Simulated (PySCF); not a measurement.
Compound: C₇H₁₀BN.
SMILES: `CB(C)c1ccccn1`

The calculation used PySCF 2.14.0, PBE0-D3(BJ)/def2-SVP geometry optimisation, gas phase.

Masses are those of the commonest isotopes; rigid-rotor values at the optimised geometry. 

Task: What are A, B and C (MHz)?

Result: Ia = 151.05, Ib = 438.08, Ic = 579.49 u·Å²; 505379 MHz·u·Å²/I gives A = 3346, B = 1154, C = 872.1 MHz.

Task: Classify the top.

Result: An asymmetric top; Ray's κ = -0.772.

Task: Is it planar, by Δ = Ic − Ia − Ib?

Result: Not planar: Δ = Ic − Ia − Ib = -9.63 u·Å². For a rigid frame Δ = −2 Σ m c², so Σ m c² = 4.82 u·Å² lies off the ab plane: 3.53 from hydrogen and 1.29 from heavier atoms. The atom farthest from that plane is 1.27 Å away.

Task: Give the coordinates in the principal-axis frame, origin at the centre of mass.

Result: The sense of each axis is arbitrary; atoms in the order of the calculation.
```json
{"atom": "C1", "mass (u)": "12.000", "a (Å)": "-2.588", "b (Å)": "-1.334", "c (Å)": "-0.166"}
{"atom": "B2", "mass (u)": "11.009", "a (Å)": "-1.747", "b (Å)": "-0.016", "c (Å)": "0.002"}
{"atom": "C3", "mass (u)": "12.000", "a (Å)": "-2.467", "b (Å)": "1.362", "c (Å)": "0.175"}
{"atom": "C4", "mass (u)": "12.000", "a (Å)": "-0.162", "b (Å)": "-0.038", "c (Å)": "-0.002"}
{"atom": "C5", "mass (u)": "12.000", "a (Å)": "0.579", "b (Å)": "-1.227", "c (Å)": "0.105"}
{"atom": "C6", "mass (u)": "12.000", "a (Å)": "1.971", "b (Å)": "-1.185", "c (Å)": "0.109"}
{"atom": "C7", "mass (u)": "12.000", "a (Å)": "2.595", "b (Å)": "0.052", "c (Å)": "-0.004"}
{"atom": "C8", "mass (u)": "12.000", "a (Å)": "1.789", "b (Å)": "1.190", "c (Å)": "-0.113"}
{"atom": "N9", "mass (u)": "14.003", "a (Å)": "0.466", "b (Å)": "1.153", "c (Å)": "-0.108"}
{"atom": "H10", "mass (u)": "1.008", "a (Å)": "-3.530", "b (Å)": "-1.302", "c (Å)": "0.404"}
{"atom": "H11", "mass (u)": "1.008", "a (Å)": "-2.890", "b (Å)": "-1.366", "c (Å)": "-1.231"}
{"atom": "H12", "mass (u)": "1.008", "a (Å)": "-2.072", "b (Å)": "-2.282", "c (Å)": "0.044"}
{"atom": "H13", "mass (u)": "1.008", "a (Å)": "-3.493", "b (Å)": "1.393", "c (Å)": "-0.222"}
{"atom": "H14", "mass (u)": "1.008", "a (Å)": "-2.548", "b (Å)": "1.522", "c (Å)": "1.269"}
{"atom": "H15", "mass (u)": "1.008", "a (Å)": "-1.865", "b (Å)": "2.199", "c (Å)": "-0.205"}
{"atom": "H16", "mass (u)": "1.008", "a (Å)": "0.060", "b (Å)": "-2.184", "c (Å)": "0.189"}
{"atom": "H17", "mass (u)": "1.008", "a (Å)": "2.559", "b (Å)": "-2.102", "c (Å)": "0.198"}
{"atom": "H18", "mass (u)": "1.008", "a (Å)": "3.683", "b (Å)": "0.143", "c (Å)": "-0.009"}
{"atom": "H19", "mass (u)": "1.008", "a (Å)": "2.252", "b (Å)": "2.180", "c (Å)": "-0.207"}
```

Task: List the rotational levels J(Ka,Kc) to J = 4 (MHz).

Result: Above 0(0,0):
J = 1: 1(0,1) 2026, 1(1,1) 4218, 1(1,0) 4499
J = 2: 2(0,2) 6052, 2(1,2) 7988, 2(1,1) 8832, 2(2,1) 15409, 2(2,0) 15434
J = 3: 3(0,3) 12029, 3(1,3) 13628, 3(1,2) 15315, 3(2,2) 21486, 3(2,1) 21612, 3(3,1) 33166, 3(3,0) 33167
J = 4: 4(0,4) 19889, 4(1,4) 21121, 4(1,3) 23926, 4(2,3) 29569, 4(2,2) 29937, 4(3,2) 41315, 4(3,1) 41325, 4(4,1) 57603, 4(4,0) 57604
The levels of one J sum to (2J + 1)J(J + 1)(A + B + C)/3.

Task: Predict some low-J microwave lines.

Result: The dipole components are |μa| = 1.31 D, |μb| = 1.63 D, |μc| = 0.15 D. The squared components, which scale the intensities, stand as 0.65 : 1.00 : 0.01 (a : b : c). Some lines, for components of 0.1 D or more:

| type | branch | J(Ka,Kc) | MHz | lower level (cm⁻¹) |
| --- | --- | --- | --- | --- |
| a | Q | 2(1,1) ← 2(1,2) | 845 | 0.266 |
| a | R | 1(0,1) ← 0(0,0) | 2026 | 0.000 |
| c | Q | 1(1,1) ← 1(0,1) | 2192 | 0.068 |
| b | Q | 2(1,1) ← 2(0,2) | 2781 | 0.202 |
| b | Q | 3(1,2) ← 3(0,3) | 3287 | 0.401 |
| a | R | 2(1,2) ← 1(1,1) | 3770 | 0.141 |
| b | R | 1(1,1) ← 0(0,0) | 4218 | 0.000 |
| b | R | 2(1,2) ← 1(0,1) | 5962 | 0.068 |
| a | R | 3(0,3) ← 2(0,2) | 5977 | 0.202 |
| a | R | 3(2,2) ← 2(2,1) | 6077 | 0.514 |
| a | R | 3(1,2) ← 2(1,1) | 6483 | 0.295 |
| b | Q | 2(2,1) ← 2(1,2) | 7421 | 0.266 |
| b | R | 3(1,3) ← 2(0,2) | 7576 | 0.202 |
| b | Q | 3(2,2) ← 3(1,3) | 7858 | 0.455 |
| c | Q | 3(3,1) ← 3(2,1) | 11554 | 0.721 |
| c | R | 3(2,1) ← 2(1,1) | 12779 | 0.295 |
| c | R | 3(2,2) ← 2(1,2) | 13498 | 0.266 |
| b | R | 3(3,1) ← 2(2,0) | 17731 | 0.515 |
| c | R | 3(3,0) ← 2(2,0) | 17733 | 0.515 |

No frequency check. Constants of a rigid frame at the computed geometry: no zero-point averaging, no centrifugal distortion. A rigid rotor knows nothing of internal rotation, which can split or shift real lines. Quadrupole hyperfine structure (11B, 14N) is left out.

The values belong to the conformer `[CH3:1][B:2]([CH3:3])[c:4]1[cH:5][cH:6][cH:7][cH:8][n:9]1`: C1–B2–C4–C5 -13°.
